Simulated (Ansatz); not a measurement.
Consider the cleavage of the Si–Si bond: `B[SiH](F)[SiH2]N` + NH₃ → `N[SiH2]N` + `B[SiH2]F`.

Isolated molecules relaxed with PBE0-D4/def2-TZVP in Ansatz; ΔE leaves out vibrations. CBS: MP2 limit from def2 TZ/QZ plus the TZ coupled-cluster correction, frozen cores. This one scheme is used for every species. Functionals use def2-TZVPP. B3LYP here is the variant with VWN-RPA as its local correlation; programs differ in this. Each species was taken in one conformer, which may not be the lowest.

```
             level  ΔE (kJ/mol)  difference from CCSD(T)/CBS
            PBE-D4        -44.5                         26.1
         r2SCAN-D4        -61.7                          8.9
           PBE0-D4        -54.0                         16.6
          B3LYP-D4        -65.0                          5.6
           ωB97X-V        -69.0                          1.6
           ωB97M-V        -73.7                         -3.1
               PBE        -48.2                         22.4
              PBE0        -57.8                         12.8
             B3LYP        -70.9                         -0.3
    MP2/def2-TZVPP        -78.4                         -7.8
   CCSD/def2-TZVPP        -74.6                         -4.0
CCSD(T)/def2-TZVPP        -70.7                         -0.1
     HF/def2-QZVPP        -95.7                        -25.1
    MP2/def2-QZVPP        -78.8                         -8.2
SCS-MP2/def2-QZVPP        -82.1                        -11.5
      HF/CBS(def2)        -95.9                        -25.3
       CCSD(T)/CBS        -70.6                            0
```

Largest T1 diagnostic among the species: 0.013.

The D4 term adds +5.9 kJ/mol with B3LYP and +3.7 kJ/mol with PBE0; it sums over pairs of atoms, weighted by their polarisabilities, and B3LYP, whose exchange is more repulsive, gets the larger term. From PBE to PBE0 (25 % exact exchange), in def2-TZVPP and without D4, ΔE moves by −9.6 kJ/mol. In def2-TZVPP, CCSD(T) changes the Hartree–Fock value by +23.6 kJ/mol (the triples alone add +3.8 kJ/mol) and MP2 by +15.9 kJ/mol.
